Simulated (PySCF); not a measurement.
Two species compared at the same levels of theory.

First species: C6H10N2Si.
SMILES with atom numbers: `[cH:1]1[n:2][c:3]([CH:4]2[CH2:5][SiH2:6][CH2:7]2)[cH:8][nH:9]1` (hydrogens: H10 on C1; H11 on C4; H12, H13 on C5; H14, H15 on Si6; H16, H17 on C7; H18 on C8; H19 on N9)

Structure used (GFN2-xTB), in Å, numbered top down from 1:
```
atom  x, y, z in Å
C1     2.3430    0.8675    0.3771
N2     1.0543    0.7416    0.4992
C3     0.6821   -0.2521   -0.3601
C4    -0.7426   -0.6532   -0.4677
C5    -1.6170    0.5836   -0.7766
Si6   -2.0344    0.7614    1.0776
C7    -1.3006   -0.9953    0.9330
C8     1.7881   -0.7263   -1.0094
N9     2.8485   -0.0017   -0.5294
H10    2.9464    1.5670    0.9209
H11   -0.8376   -1.4623   -1.1979
H12   -2.4703    0.3193   -1.3986
H13   -1.0758    1.3838   -1.2743
H14   -3.4662    0.8275    1.4023
H15   -1.2624    1.7375    1.8310
H16   -0.5367   -1.3073    1.6405
H17   -2.0483   -1.7849    0.8781
H18    1.9083   -1.4924   -1.7476
H19    3.8112   -0.1044   -0.8054
```

Second species: C6H15PS.
SMILES: `CC[P@@H](=S)C(C)(C)C`

Levels: PBE0/pcSseg-1 for dipole moment, HOMO energy, LUMO energy and HOMO–LUMO gap; GFN2-xTB for rotational constant A and rotational constant C. Geometries: GFN2-xTB. Each structure is a single optimised conformer of the isolated species, non-relativistic unless stated; the electronic structure was computed with PySCF and density fitting.

Dipoles, sizes and rotational constants follow the conformer. The torsions of the flexible species, by atom-mapped SMILES:
- `[cH:1]1[n:2][c:3]([CH:4]2[CH2:5][SiH2:6][CH2:7]2)[cH:8][nH:9]1`: N2–C3–C4–C5 54°
- `[CH3:1][CH2:2][P@@H:3](=[S:4])[C:5]([CH3:6])([CH3:7])[CH3:8]`: C1–C2–P3–S4 55°, C2–P3–C5–C6 51°

Question: Which has the higher dipole moment?

Answer: The second: 4.50 D against 3.94 D, a difference of 0.56 D.

Question: Which of the two has the higher rotational constant A, and by how much?

Answer: The first: 3.462 GHz against 1.801 GHz, a difference of 1.661 GHz.

Question: Which has the higher rotational constant C?

Answer: The first: 0.858 GHz against 0.840 GHz, a difference of 0.018 GHz.

Question: Which has the higher LUMO energy?

Answer: The first: 0.76 eV against 0.66 eV, a difference of 0.10 eV.

Question: Which of the two has the higher HOMO–LUMO gap, and by how much?

Answer: The first: 7.22 eV against 7.10 eV, a difference of 0.12 eV.

On the first: In atomic units the dipole is 1.55 e·bohr (1 au = 2.5417 D).

On the second: The dipole equals about 15.0 × 10⁻³⁰ C·m (1 D = 3.33564 × 10⁻³⁰ C·m).
